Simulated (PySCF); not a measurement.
PySCF input file for Ge(H)2(OEt)(NH2) (C2H9GeNO), SMILES CC[O][GeH2][NH2], C-PCM-B3LYP/def2-SVP. The structure is a stationary point at PBE-D3(BJ)/def2-SVP. Other conformers were not sampled.

```python
import numpy as np
from pyscf import gto, scf, dft
from pyscf.solvent import pcm

mol = gto.M(
    atom='''
    Ge    1.00119911   -0.30139533   -0.05265177
    N     1.34203336    1.44591359    0.43446818
    O    -0.75836403   -0.60432895    0.18485715
    C    -1.68724732    0.25713524   -0.46544448
    C    -3.07752328   -0.01087215    0.08883233
    H     1.38766073   -0.40654159   -1.55646558
    H     1.63719991   -1.39407811    0.84342630
    H     1.51592744    1.60599169    1.43137810
    H     2.06872168    1.91450203   -0.11515514
    H    -1.40913619    1.32671598   -0.31026579
    H    -1.67870795    0.08095661   -1.57056411
    H    -3.83213480    0.63149745   -0.40910711
    H    -3.10601672    0.19258995    1.17821783
    H    -3.36058329   -1.07132577   -0.06706964
    ''',
    basis='def2-SVP',
    charge=0,
    spin=0,
    max_memory=1600,
    verbose=3,
)
mf = dft.RKS(mol, xc='b3lyp').density_fit(auxbasis='def2-universal-jkfit')
mf.grids.level = 3
mf.conv_tol = 1e-9
mf.max_cycle = 100
mf.kernel()
res = {}
for name, eps in {'water': 78.355, 'acetonitrile': 35.688, 'chloroform': 4.7113}.items():
    s = mf.PCM()
    s.with_solvent.method, s.with_solvent.eps, s.with_solvent.lebedev_order = 'C-PCM', eps, 17
    s.kernel(mf.make_rdm1())
    res[name] = (s.e_tot, eps, s.dip_moment(), s.mo_energy, s.converged)
    print(f'{name}: electrostatic solvation free energy {(s.e_tot - mf.e_tot) * 627.509474:.3f} kcal/mol')
```

It prints:

```
converged SCF energy = -2288.25533585041

WARN: PCM is an experimental feature. It is still in testing.
Features and APIs may be changed in the future.

converged SCF energy = -2288.26305447953
Dipole moment(X, Y, Z, Debye):  2.12862,  1.53059, -0.28508
water: electrostatic solvation free energy -4.844 kcal/mol

WARN: PCM is an experimental feature. It is still in testing.
Features and APIs may be changed in the future.

converged SCF energy = -2288.26291947043
Dipole moment(X, Y, Z, Debye):  2.12124,  1.52478, -0.28187
acetonitrile: electrostatic solvation free energy -4.759 kcal/mol

WARN: PCM is an experimental feature. It is still in testing.
Features and APIs may be changed in the future.

converged SCF energy = -2288.2613340533
Dipole moment(X, Y, Z, Debye):  2.03572,  1.45801, -0.24625
chloroform: electrostatic solvation free energy -3.764 kcal/mol
```

The calculation finished and met its thresholds.

Cost: about 70 core-seconds (a rough figure).
